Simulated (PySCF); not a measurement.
Molecule: Al(F)(OH)(NH2), SMILES [NH2][Al]([OH])[F]. Atoms near the plane z = 0.6 Å, at the PBE0/def2-SVP optimised geometry (x, y, z in Å): Al1 (0.1, -0.1, 0.0), F2 (1.8, -0.1, 0.0), O3 (-0.8, -1.5, 0.0), H4 (-0.4, -2.4, 0.0), N5 (-0.8, 1.5, 0.0), H6 (-1.8, 1.6, 0.0), H7 (-0.3, 2.4, 0.0).

Calculation: PBE0/def2-TZVP in PySCF 2.14.0. The values are rescaled to run from 0 to 1.

```
|                           |
|                           |
|                           |
|           :==.            |
|          :*%#+.           |
|         .-#@@*:           |
|      ----+%@@*.           |
|     -#%#*#%%#=            |
|     +%@@%%@%*-            |
|     +%@@%@@@%=   ..       |
|     :+**#%@@@=  :--:.     |
|      .::=%@@=. -+**+:     |
|         :++.   *%%%*-.    |
|             :. #%@@#=.    |
|          ..    *%%%#=.    |
|       .:=*#+.  =*##+-     |
|      .-*#%@@#- .-==-.     |
|      :+#@@@@#=.  ...      |
|      :+#%@%%*-.           |
|      .-+####+-            |
|       .:-+*%#=.           |
|         .:*#*=.           |
|          .-++-            |
|           .::             |
|                           |
|                           |
|                           |
```
Scale: ten equal steps from 0.000 (start of ' ') to 1.00 (end of '@'), in the order ' .:-=+*#%@'; x runs from -4.50 to 4.50, y from -4.50 (bottom) to 4.50 (top).

Which quantity is mapped?
(A) electrostatic potential
(B) Laplacian of the electron density
(C) electron localisation function
(D) an orbital amplitude

C, electron localisation function
